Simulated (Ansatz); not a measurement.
Harmonic vibrations of `N=[C](Cl)[AlH][F]` by finite differences.

```yaml
crystal:
  periodic: [false, false, false]
  atoms:
    - {symbol: N, position_ang: [0.950957, -0.948755, 0.883738]}
    - {symbol: C, position_ang: [-0.076212, -0.313272, 0.548699]}
    - {symbol: Cl, position_ang: [-1.562004, -0.303738, 1.528962]}
    - {symbol: Al, position_ang: [-0.013660, 0.702800, -1.138358]}
    - {symbol: F, position_ang: [-1.395679, 1.445310, -1.627141]}
    - {symbol: H, position_ang: [0.871063, -1.464782, 1.762798]}
    - {symbol: H, position_ang: [1.286735, 0.814436, -2.004398]}
basis:
  gaussian: {orbitals: def2-TZVP}
hamiltonian: {xc: pbe0, dispersion: d4}
phonons: {temperatures: {t_min: 298.15, t_max: 900, t_step: 200}}
```

```sh
$ ansatz run in.yaml --threads 2 --pin off --events-out ev --progress --plain --max-ram 4352MiB
```

Output, abridged:

```
Functional definition: PBE0
mean field -24387.46794164 eV, -896.2229164359 hartree, gradient 2.8e-5 eV, S^2 0.000000; 0 other end points of the search recorded, 0 dependent functions left out
mean field -24387.46778914 eV, -896.2229108314 hartree, gradient 1.1e-6 eV, S^2 0.000000; 0 other end points of the search recorded, 0 dependent functions left out
mean field -24387.46777373 eV, -896.2229102653 hartree, gradient 1.1e-6 eV, S^2 0.000000; 0 other end points of the search recorded, 0 dependent functions left out
mean field -24387.46782238 eV, -896.2229120529 hartree, gradient 1.1e-6 eV, S^2 0.000000; 0 other end points of the search recorded, 0 dependent functions left out
mean field -24387.46784947 eV, -896.2229130486 hartree, gradient 1.1e-6 eV, S^2 0.000000; 0 other end points of the search recorded, 0 dependent functions left out
mean field -24387.46780056 eV, -896.2229112511 hartree, gradient 1.1e-6 eV, S^2 0.000000; 0 other end points of the search recorded, 0 dependent functions left out
mean field -24387.46781541 eV, -896.2229117969 hartree, gradient 1.1e-6 eV, S^2 0.000000; 0 other end points of the search recorded, 0 dependent functions left out
mean field -24387.46779696 eV, -896.2229111189 hartree, gradient 1.1e-6 eV, S^2 0.000000; 0 other end points of the search recorded, 0 dependent functions left out
mean field -24387.46778615 eV, -896.2229107215 hartree, gradient 1.1e-6 eV, S^2 0.000000; 0 other end points of the search recorded, 0 dependent functions left out
mean field -24387.46785649 eV, -896.2229133067 hartree, gradient 1.1e-6 eV, S^2 0.000000; 0 other end points of the search recorded, 0 dependent functions left out
mean field -24387.46784243 eV, -896.2229127897 hartree, gradient 1.1e-6 eV, S^2 0.000000; 0 other end points of the search recorded, 0 dependent functions left out
mean field -24387.46784248 eV, -896.2229127917 hartree, gradient 1.1e-6 eV, S^2 0.000000; 0 other end points of the search recorded, 0 dependent functions left out
mean field -24387.46784060 eV, -896.2229127226 hartree, gradient 1.1e-6 eV, S^2 0.000000; 0 other end points of the search recorded, 0 dependent functions left out
mean field -24387.46788242 eV, -896.2229142594 hartree, gradient 1.1e-6 eV, S^2 0.000000; 0 other end points of the search recorded, 0 dependent functions left out
mean field -24387.46792303 eV, -896.2229157519 hartree, gradient 1.1e-6 eV, S^2 0.000000; 0 other end points of the search recorded, 0 dependent functions left out
mean field -24387.46792408 eV, -896.2229157904 hartree, gradient 1.1e-6 eV, S^2 0.000000; 0 other end points of the search recorded, 0 dependent functions left out
mean field -24387.46794912 eV, -896.2229167105 hartree, gradient 1.1e-6 eV, S^2 0.000000; 0 other end points of the search recorded, 0 dependent functions left out
mean field -24387.46794866 eV, -896.2229166938 hartree, gradient 1.1e-6 eV, S^2 0.000000; 0 other end points of the search recorded, 0 dependent functions left out
mean field -24387.46789681 eV, -896.2229147882 hartree, gradient 1.1e-6 eV, S^2 0.000000; 0 other end points of the search recorded, 0 dependent functions left out
mean field -24387.46784909 eV, -896.2229130345 hartree, gradient 1.1e-6 eV, S^2 0.000000; 0 other end points of the search recorded, 0 dependent functions left out
mean field -24387.46782710 eV, -896.2229122266 hartree, gradient 1.1e-6 eV, S^2 0.000000; 0 other end points of the search recorded, 0 dependent functions left out
mean field -24387.46789858 eV, -896.2229148534 hartree, gradient 1.1e-6 eV, S^2 0.000000; 0 other end points of the search recorded, 0 dependent functions left out
mean field -24387.46789854 eV, -896.2229148518 hartree, gradient 1.1e-6 eV, S^2 0.000000; 0 other end points of the search recorded, 0 dependent functions left out
mean field -24387.46788091 eV, -896.2229142041 hartree, gradient 1.1e-6 eV, S^2 0.000000; 0 other end points of the search recorded, 0 dependent functions left out
mean field -24387.46787322 eV, -896.2229139213 hartree, gradient 1.1e-6 eV, S^2 0.000000; 0 other end points of the search recorded, 0 dependent functions left out
mean field -24387.46786433 eV, -896.2229135946 hartree, gradient 1.1e-6 eV, S^2 0.000000; 0 other end points of the search recorded, 0 dependent functions left out
mean field -24387.46788499 eV, -896.2229143539 hartree, gradient 1.1e-6 eV, S^2 0.000000; 0 other end points of the search recorded, 0 dependent functions left out
mean field -24387.46793720 eV, -896.2229162726 hartree, gradient 1.1e-6 eV, S^2 0.000000; 0 other end points of the search recorded, 0 dependent functions left out
mean field -24387.46790494 eV, -896.2229150873 hartree, gradient 1.1e-6 eV, S^2 0.000000; 0 other end points of the search recorded, 0 dependent functions left out
mean field -24387.46790507 eV, -896.2229150918 hartree, gradient 1.1e-6 eV, S^2 0.000000; 0 other end points of the search recorded, 0 dependent functions left out
mean field -24387.46795432 eV, -896.2229169019 hartree, gradient 1.1e-6 eV, S^2 0.000000; 0 other end points of the search recorded, 0 dependent functions left out
mean field -24387.46793329 eV, -896.2229161289 hartree, gradient 1.1e-6 eV, S^2 0.000000; 0 other end points of the search recorded, 0 dependent functions left out
mean field -24387.46792493 eV, -896.2229158216 hartree, gradient 1.1e-6 eV, S^2 0.000000; 0 other end points of the search recorded, 0 dependent functions left out
mean field -24387.46790344 eV, -896.2229150321 hartree, gradient 1.1e-6 eV, S^2 0.000000; 0 other end points of the search recorded, 0 dependent functions left out
mean field -24387.46789876 eV, -896.2229148599 hartree, gradient 1.1e-6 eV, S^2 0.000000; 0 other end points of the search recorded, 0 dependent functions left out
mean field -24387.46785299 eV, -896.2229131779 hartree, gradient 1.1e-6 eV, S^2 0.000000; 0 other end points of the search recorded, 0 dependent functions left out
mean field -24387.46783746 eV, -896.2229126072 hartree, gradient 1.1e-6 eV, S^2 0.000000; 0 other end points of the search recorded, 0 dependent functions left out
mean field -24387.46791184 eV, -896.2229153406 hartree, gradient 1.1e-6 eV, S^2 0.000000; 0 other end points of the search recorded, 0 dependent functions left out
mean field -24387.46790699 eV, -896.2229151624 hartree, gradient 1.1e-6 eV, S^2 0.000000; 0 other end points of the search recorded, 0 dependent functions left out
mean field -24387.46793925 eV, -896.2229163479 hartree, gradient 1.1e-6 eV, S^2 0.000000; 0 other end points of the search recorded, 0 dependent functions left out
mean field -24387.46793820 eV, -896.2229163094 hartree, gradient 1.1e-6 eV, S^2 0.000000; 0 other end points of the search recorded, 0 dependent functions left out
mean field -24387.46791903 eV, -896.2229156050 hartree, gradient 1.1e-6 eV, S^2 0.000000; 0 other end points of the search recorded, 0 dependent functions left out
mean field -24387.46793193 eV, -896.2229160789 hartree, gradient 1.1e-6 eV, S^2 0.000000; 0 other end points of the search recorded, 0 dependent functions left out
Total energy: -24387.60276015 eV, -896.2278709247 hartree
Atom 0 at     0.950957    -0.948755     0.883738 Å, force    -0.001826    -0.003167    -0.003306 eV/Å
Atom 1 at    -0.076212    -0.313272     0.548699 Å, force     0.001547     0.004714    -0.002337 eV/Å
Atom 2 at    -1.562004    -0.303738     1.528962 Å, force    -0.001539    -0.002380     0.001434 eV/Å
Atom 3 at    -0.013660     0.702800    -1.138358 Å, force     0.002099    -0.001204     0.004829 eV/Å
Atom 4 at    -1.395679     1.445310    -1.627141 Å, force    -0.000372     0.000239    -0.001412 eV/Å
Atom 5 at     0.871063    -1.464782     1.762798 Å, force     0.000745     0.003164    -0.000006 eV/Å
Atom 6 at     1.286735     0.814436    -2.004398 Å, force    -0.000653    -0.001366     0.000799 eV/Å
Dipole moment:     0.210840    -0.110549     0.070727 e Å
Vibrations: 9.95 88.64 242.67 304.57 346.94 467.96 508.01 640.02 779.98 878.86 921.39 1181.76 1701.35 2006.36 3446.04 cm⁻¹, zero-point energy 0.838413 eV
```

Hardware: 2 threads of an INTEL XEON PLATINUM 8581C on a shared host. Wall time 94 s, peak host memory 0.42 GiB.
